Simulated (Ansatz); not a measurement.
Species: CH5BSi, SMILES `B=[SiH]C` (charge 0, multiplicity 1).

Q: Give a relaxed geometry from B3LYP-D3(BJ)/def2-TZVP in Ansatz (a first-principles code).

A: the end point of this relaxation (outside a Z-matrix the atoms follow the SMILES, hydrogens last).
Bonded distances (Å): B1–Si2 1.819, B1–H4 1.175, Si2–C3 1.877, Si2–H5 1.476, C3–H6 1.091, C3–H7 1.090, C3–H8 1.091. Angles (°): Si2–B1–H4 179.7, B1–Si2–C3 124.4, B1–Si2–H5 118.4, C3–Si2–H5 117.2, Si2–C3–H6 110.9, Si2–C3–H7 110.1, Si2–C3–H8 110.8, H6–C3–H7 108.3, H6–C3–H8 108.3, H7–C3–H8 108.3.
